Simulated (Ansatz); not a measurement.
`C[S][In]([S]C)[S]C`, charge 0, multiplicity 1.

(1) Give a relaxed structure at PBE0-D4/def2-TZVP (the Gaussian-basis code of Ansatz). (An estimate is asked.)

Results:

(1) The calculation gave: 
Z-matrix (Å, degrees):
```
C
S 1 1.822
H 1 1.089 2 111.5
H 1 1.089 2 111.5 3 123.1
H 1 1.090 2 106.4 3 -118.4
In 2 2.373 1 100.9 3 -61.5
S 6 2.373 2 120.0 1 0.1
S 6 2.373 2 120.0 1 -179.9
C 7 1.822 6 100.9 2 -179.9
C 8 1.822 6 100.9 2 -0.3
H 9 1.089 7 111.5 6 61.9
H 9 1.089 7 111.5 6 -61.2
H 9 1.090 7 106.4 6 -179.6
H 10 1.089 8 111.5 6 61.5
H 10 1.090 8 106.4 6 179.9
H 10 1.089 8 111.5 6 -61.6
```
Point group C3h.
This is one stationary point; other conformers may exist.
